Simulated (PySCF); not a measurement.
# Telling isomers of C11H7N apart by NMR

Fast rotation and ring inversion assumed for equivalent nuclei, gas phase, non-relativistic, one conformer. Shieldings: GIAO PBE0/pcSseg-1; geometry from GFN2-xTB; PySCF 2.14.

References, each an isolated molecule treated in the same way: TMS for 1H (σref 31.72) and 13C (σref 186.93). Where no couplings were computed, multiplicities follow the n + 1 count of equivalent neighbours, and m marks all less simple cases (inequivalent or close neighbours, rings, F or P nearby). Shifts are as computed. Against solution values, carbons near 30 ppm lie about +3 ppm off and those near 130 ppm about +5 ppm. Of 1211 compounds with measured shifts, 218 miss one by over three times the rms of a fit or turn the order of signals round; such compounds aren't used in these exercises.

(1) Tabulate the signals of `C#CC(=C)C#Cc1ccncc1`, `C#CC1=C[C@H]2C=C[C@]1(C#N)C=C2` and their relative energies.

(2) What is the quickest way to tell C#CC(=C)C#Cc1ccncc1 from C#CC1=C[C@H]2C=C[C@]1(C#N)C=C2?

## Answers

(1) 
```json
{"SMILES": "C#CC(=C)C#Cc1ccncc1", "carbon types": "5×C 5×CH 1×CH2", "δC": "156.0, 143.7, 134.8, 131.3, 118.7, 101.3, 98.3, 88.4, 85.3", "δH": "9.01 (d, 2H), 7.49 (d, 2H), 6.43 (m, 1H), 6.40 (m, 1H), 2.76 (s, 1H)", "E rel. (kcal/mol)": "0.0"}
{"SMILES": "C#CC1=C[C@H]2C=C[C@]1(C#N)C=C2", "carbon types": "4×C 7×CH", "δC": "156.2, 151.1, 149.7, 144.2, 125.7, 103.8, 81.1, 55.6, 53.1", "δH": "7.41 (d, 1H), 7.19 (m, 2H), 7.16 (m, 2H), 4.71 (m, 1H), 3.74 (s, 1H)", "E rel. (kcal/mol)": "4.2"}
```

Energies are electronic energies at PBE0/pcSseg-1 on these geometries, without zero-point or thermal terms, each for the one conformer computed, which needn't be the lowest.

(2) Both give the same number of carbon signals, but DEPT or the intensities differ. The first has a terminal =CH2 carbon at 143.7 ppm, the second an allylic sp3 CH at 53.1 ppm. Their most deshielded carbons lie at 156.0 and 156.2 ppm. In the proton spectra the most deshielded non-exchanging signals are 9.01 (d, 2H) and 7.41 (d, 1H).
